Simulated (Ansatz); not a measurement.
A nudged elastic band was laid between two geometries of GaH$_{6}$NOSi (10 atoms, charge 0, multiplicity 1).

All numbers below come from RKS r2SCAN-D4/def2-SVP (Ansatz 0.2.0).

| Property | Result |
| --- | --- |
| movable images | 9 |
| climbing image | yes |
| spring | 5.0 eV/Å² |
| optimiser | quadratic models (default) |
| start path | through a guess of the saddle point |
| force threshold | 0.05 eV/Å |
| iteration limit | 35 |
| end points | relaxed |

First end point:

```xyz
10
Properties=species:S:1:pos:R:3
N -1.226 1.567 -1.578
Ga 0.199 0.631 -1.010
O -0.164 -0.277 0.489
Si 0.567 -1.300 1.558
H -1.247 2.147 -2.408
H -2.116 1.557 -1.092
H 1.592 0.566 -1.673
H -0.233 -2.554 1.702
H 1.948 -1.678 1.109
H 0.680 -0.659 2.904
```

Last end point:

```xyz
10
Properties=species:S:1:pos:R:3
N -1.041 1.020 -1.084
Ga 0.561 0.420 -0.457
O 0.351 0.146 1.485
Si 0.349 -1.714 1.227
H -1.104 1.255 -2.071
H -1.874 0.503 -0.813
H 1.974 0.967 -0.772
H -1.109 -1.667 0.764
H 0.812 -1.373 -0.326
H 1.080 0.443 2.047
```

**Question.** What changes between the two ends?

**Answer.** Bonds broken: Si4–H10. Bonds formed: O3–H10.

**Question.** Give the energies along the band, and the barrier.

**Answer.** It converged. The highest image is number 7 of 0 to 10, 3.25 eV above the first end and 1.54 eV above the last; the last end lies 1.71 eV above the first. Neighbouring images differ by up to 2.0 eV, so the band resolves the path poorly. A vibrational analysis at the climbing image gives one clearly imaginary mode, 1432i cm⁻¹, and a faint second one (33i cm⁻¹) that may be numerical noise or a soft torsion: probably a first-order saddle point. The orbitals stay closed-shell, which can raise the energy where a bond breaks towards radicals; this wasn't checked here.

| image | path coordinate (Å) | energy (eV) | Si4–H10 (Å) | O3–H10 (Å) |
| --- | --- | --- | --- | --- |
| 0 | 0.00 | 0.00 | 1.50 | 2.59 |
| 1 | 0.66 | 0.00 | 1.50 | 2.60 |
| 2 | 1.32 | 0.01 | 1.50 | 2.60 |
| 3 | 1.98 | 0.02 | 1.50 | 2.60 |
| 4 | 2.65 | 0.02 | 1.50 | 2.61 |
| 5 | 3.31 | 0.09 | 1.49 | 2.51 |
| 6 | 3.97 | 1.22 | 1.48 | 1.96 |
| 7 | 4.64 | 3.25 | 1.63 | 1.26 |
| 8 | 5.53 | 2.41 | 2.34 | 0.97 |
| 9 | 6.42 | 2.10 | 2.43 | 0.97 |
| 10 | 7.31 | 1.71 | 2.42 | 0.97 |

**Question.** What is the geometry of the highest image?

**Answer.** 
```xyz
10
Properties=species:S:1:pos:R:3
N -1.100 1.123 -1.483
Ga 0.482 1.048 -0.633
O 0.378 0.128 0.938
Si 0.511 -1.612 1.599
H -1.256 1.568 -2.381
H -1.947 0.703 -1.116
H 1.819 1.682 -1.066
H -0.903 -2.008 1.947
H 0.783 -2.467 0.381
H 1.233 -0.164 1.813
```

The band took 21 iterations and roughly 26 core-minutes.

The run took 13 min on 2 threads of Arm Neoverse V1, on a shared host, peak memory 0.18 GiB.
